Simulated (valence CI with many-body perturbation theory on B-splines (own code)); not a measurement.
# Kr³⁰⁺: calculated level list

Calculated by valence CI with perturbative core correlation (CI+MBPT): four valence electrons over a frozen Dirac-Fock core [He], radial functions for each j: 11 s, 11 p, 10 d, 8 f, 5 g, 2 h, with the one-electron correlation potential Σ1, the two-electron term Σ2, the three-electron term Σ3, Breit, model QED; selected CI, second order for the rest, scaled by the run's own slope (own B-spline code, finite nucleus).

The last digits are not significant, and no measured levels were compared; by estimate large intervals hold to a few tenths of a per cent, small ones and those within an open d or f shell to about a per cent. Among the levels kept, up to 1100 cm⁻¹ of a level comes from second order outside the variational space, and about a tenth of that is noise between levels of different J, which matters for small intervals.

Levels 181 to 194 of 194, with energies above the lowest level, (2s^2 2p1/2^2) J=0. "Leading %" is the weight of the configuration and term that name the level; weights of strongly mixed levels are sums over their largest components and can fall short. In the jj column 3d3/2^4 stands for four electrons in 3d with j = 3/2.

```
No.  Configuration  Term  J  E (eV)  Leading %  Second component                  Leading jj      g
181         2p3 3s   3P°  1  2390.8         65   28 % 2p3 3s 1P°     2p1/2 2p3/2^2 3s (93 %)  1.333
182         2p3 3d   3D°  2  2396.0         37   26 % 2p3 3d 5D°  2p1/2^2 2p3/2 3d5/2 (87 %)  1.273
183         2p3 3p    3F  3  2396.0         51    25 % 2p3 3p 3D  2p1/2 2p3/2^2 3p1/2 (91 %)  1.137
184         2p3 3p    3D  2  2399.5         38    21 % 2p3 3p 3P  2p1/2 2p3/2^2 3p3/2 (92 %)  1.328
185         2p3 3p    5P  3  2400.1         34    32 % 2p3 3p 1F  2p1/2 2p3/2^2 3p3/2 (86 %)  1.288
186         2p3 3p    3P  0  2403.2         94     5 % 2p3 3p 1S  2p1/2 2p3/2^2 3p3/2 (80 %)       
187         2p3 3d   3D°  3  2405.3         36   18 % 2p3 3d 1F°  2p1/2^2 2p3/2 3d5/2 (64 %)  1.155
188         2p3 3p    1P  1  2406.5         41    39 % 2p3 3p 3D  2p1/2 2p3/2^2 3p3/2 (84 %)  0.924
189         2p3 3d   3D°  1  2408.3         62   14 % 2p3 3d 1P°  2p1/2^2 2p3/2 3d5/2 (80 %)  0.808
190         2p3 3p    3D  3  2411.7         63    30 % 2p3 3p 1F  2p1/2 2p3/2^2 3p3/2 (97 %)  1.211
191         2p3 3p    3P  2  2411.7         67    19 % 2p3 3p 1D  2p1/2 2p3/2^2 3p1/2 (89 %)  1.367
192         2p3 3p    3F  4  2412.4         97                    2p1/2 2p3/2^2 3p3/2 (97 %)  1.244
193         2p3 3p    3D  1  2421.0         43    30 % 2p3 3p 3P  2p1/2 2p3/2^2 3p1/2 (56 %)  0.982
194         2p3 3p    3P  1  2423.9         44    24 % 2p3 3p 3D  2p1/2 2p3/2^2 3p3/2 (67 %)  1.143
```
